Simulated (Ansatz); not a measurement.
Ideal-gas functions of `N[Si]1(O)OB1Cl` at 800 K and 1 bar, from an Ansatz frequency run at PBE0-D4/def2-TZVP.

Molar mass 123.38 g/mol, point group C1 (symmetry number 1), electronic degeneracy 1, moments of inertia 88.301, 432.369, 472.165 u Å². Harmonic wavenumbers (cm⁻¹, unscaled): 104, 203, 234, 244, 266, 332, 349, 379, 409, 437, 640, 794, 803, 912, 953, 1063, 1355, 1573, 3607, 3709, 3928.

Use S(trans) = R[1.5 ln M + 2.5 ln T − 1.1517]; rotational temperatures θ = 24.2544 K / I; S(rot) = R[ln(√π/σ · √(T³/θAθBθC)) + 1.5]; for each mode x = 1.438777 ν̃/T, S = R[x/(eˣ − 1) − ln(1 − e⁻ˣ)] and H = RT x/(eˣ − 1); 1 cm⁻¹ = 0.0119627 kJ/mol; R = 8.31446 J/(mol·K).

Task: By hand: the entropy, in J/(mol·K).

Result: Translation 189.4. Rotation: θ = 0.2747, 0.0561, 0.0514 K, giving 130.3. Vibration, mode by mode: 22.27, 16.74, 15.57, 15.23, 14.52, 12.72, 12.32, 11.66, 11.05, 10.53, 7.59, 6.02, 5.95, 5.07, 4.78, 4.09, 2.70, 1.98, 0.09, 0.08, 0.06, in all 181.0. Electronic 0.0. Sum 500.7 J/(mol·K).

Task: By hand: H − E and G − E in kJ/mol, counted from the electronic energy.

Result: Zero-point energy ½ × 22294 × 0.0119627 = 133.3; thermal vibration 70.3; translation, rotation and pV give 4 RT = 26.6. H − E = 230.2 kJ/mol, and G − E = 230.2 − 800 × 500.7/1000 = -170.4 kJ/mol.

Vibration gives 36 % of the entropy, 22.3 J/(mol·K) of it from the mode under 150 cm⁻¹: soft modes count most, and the harmonic formula is weakest for them. The sum counts one conformer and one mirror image; others add a mixing term.
